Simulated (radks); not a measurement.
Results of a calculation; reference values are marked as such.
Question: Neutral rhodium: order these configurations by energy. Code: a radial shooting solver on a logarithmic mesh with Libxc functionals. Model: scalar-relativistic Kohn-Sham, LDA (Slater exchange, Perdew-Wang correlation), spin-polarised, spherical densities, finite nucleus; Fermi nuclear charge, rms radius of each element as measured or else 0.836 A^(1/3) + 0.57 fm. Open shells are filled with parallel spins first. [Kr] 4d7 5s1 5p1; [Kr] 4d7 5s2; [Kr] 4d8 5p1; [Kr] 4d8 5s1; [Kr] 4d9.

Answer: From the lowest, in eV above it: [Kr] 4d9 0.000; [Kr] 4d8 5s1 0.050; [Kr] 4d7 5s2 1.990; [Kr] 4d8 5p1 3.918; [Kr] 4d7 5s1 5p1 5.211.
